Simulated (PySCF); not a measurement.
Br3In, charge -1, doublet, at a GFN2-xTB geometry (such geometries of metal compounds can be far from the true shape) (a state made from the parent by changing its charge; the spin is typed, not shown lowest) (all electrons, no relativity), with bond 4-1 at 1.6 times its length. Base run: B3LYP/3-21G in PySCF.

The PySCF input:
```python
from pyscf import gto, scf, dft

mol = gto.M(
    atom='''
In   -0.242139    0.266328    0.544299
Br   -1.919181   -1.622699   -0.424872
Br    0.107088    2.147793   -1.368373
Br    3.587024   -1.596520    1.323382
''',
    basis='3-21g',
    charge=-1,
    spin=1,
    verbose=4,
)

mf = dft.UKS(mol)
mf.xc = 'b3lyp'
mf.kernel()
```

Each row names what was changed in the base input (with any setting that the change needs).

| change | ΔE vs base (mEh) | SCF cycles | <S^2> | outcome |
|---|---|---|---|---|
| base | 0.000 | 30 | 0.756 | converged |
| conv_tol_grad = 1e-3 | 0.000 | 28 | 0.756 | converged |
| conv_tol = 1e-12 | - | 50 | - | not converged |
| level_shift = 0.1 (with mf.max_cycle = 100) | 0.000 | 36 | 0.756 | converged |
| diis_space = 12 | 0.000 | 29 | 0.756 | converged |
| diis = off (with mf.max_cycle = 100) | - | 100 | - | not converged |
| conv_tol = 1e-7 | 0.000 | 28 | 0.756 | converged |
| level_shift = 0.3 (with mf.max_cycle = 100) | - | 57 | - | not converged |
| init_guess = sap | 0.000 | 20 | 0.756 | converged |
| DIIS = ADIIS | - | 47 | - | not converged |
| level_shift = 1.0 (with mf.max_cycle = 100) | - | 100 | - | not converged |
| init_guess = mod_huckel | 0.000 | 32 | 0.756 | converged |
| conv_tol = 1e-6 | 0.005 | 26 | 0.756 | converged |

Open shells are given as the SCF converged; they aren't shown to be the lowest states, and a large step between rows can be another state.
